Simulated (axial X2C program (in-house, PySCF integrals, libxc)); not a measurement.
**Curves of OPrS⁻ from open-shell CI on f(δφ)1 s1 f(π)0**

Computed with an in-house all-electron X2C program for linear molecules (integrals from PySCF): two-component X2C with atomic mean-field Coulomb and Gaunt terms, basis O dyall-v2z, Pr dyall-v2z, S dyall-v2z (cores contracted in-house). Orbitals come from Hartree–Fock averaged over the configuration Pr f(δφ)1 s1 f(π)0; CI then distributes these electrons over the f(δφ), s, f(π) shells of Pr.

Scan along the O–Pr bond with PrS moving as one mass, its bond held at 2.150 Å; masses O 15.995 u, Pr 140.908 u, S 31.972 u. Energies in cm⁻¹ from the lowest point; levels are followed by energy order within each Ω. Lowest level at 1.806 Å: 100% f(δφ)1 s1.

```
R (Å)  (1)Ω=2  (1)Ω=3  (1)Ω=1  (2)Ω=2  (1)Ω=4  (2)Ω=3  (3)Ω=3
1.680    2476    2599    3521    3817    5027    5215    5543
1.743     610     739    1903    2183    3150    3345    3907
1.806       0     133    1512    1777    2535    2732    3510
1.878     480     617    2205    2454    3015    3213    4206
1.950    1921    2062    3820    4061    4457    4658    5825
2.032    4434    4580    6488    6724    6974    7179    8503
2.131    8343    8493   10528   10755   10889   11098   12557
```

**Question.** Fit the curves (1)Ω=2, (1)Ω=3, (1)Ω=1, (2)Ω=2, (1)Ω=4, (2)Ω=3, (3)Ω=3 near their minima.

**Answer.** From the open-shell CI curves, Te from the lowest:

```json
{"level": "(1)Ω=2", "Te (cm⁻¹)": "0", "Re (Å)": "1.812", "ωe (cm⁻¹)": "740.7"}
{"level": "(1)Ω=3", "Te (cm⁻¹)": "134", "Re (Å)": "1.811", "ωe (cm⁻¹)": "740.7"}
{"level": "(1)Ω=1", "Te (cm⁻¹)": "1509", "Re (Å)": "1.798", "ωe (cm⁻¹)": "748.6"}
{"level": "(2)Ω=2", "Te (cm⁻¹)": "1775", "Re (Å)": "1.799", "ωe (cm⁻¹)": "748.1"}
{"level": "(1)Ω=4", "Te (cm⁻¹)": "2535", "Re (Å)": "1.812", "ωe (cm⁻¹)": "742.0"}
{"level": "(2)Ω=3", "Te (cm⁻¹)": "2732", "Re (Å)": "1.812", "ωe (cm⁻¹)": "741.8"}
{"level": "(3)Ω=3", "Te (cm⁻¹)": "3507", "Re (Å)": "1.798", "ωe (cm⁻¹)": "751.2"}
```

Without dynamic correlation distances can be off by several hundredths of an Å (long for ionic bonds, short for multiple bonds) and the wavenumbers are rough.

The 7 lowest curves are shown; the next is (3)Ω=2, from 3826 cm⁻¹.

Dynamic correlation is missing, so gaps between terms are too wide and other configurations may lie lower; the lowest level listed is that of this model, not necessarily the ground state. At most 6 roots were kept for each Ω > 0 (twice that for Ω = 0) within 3.5 eV of the lowest, so higher up levels can be missing between those listed; levels with Ω > 0 are doubly degenerate and listed once, Ω = 0 levels singly. States that fill the shells left empty in the average are placed too high. For an anion, levels above electron detachment are held by the basis set. The molecule was held linear; bending was not examined.
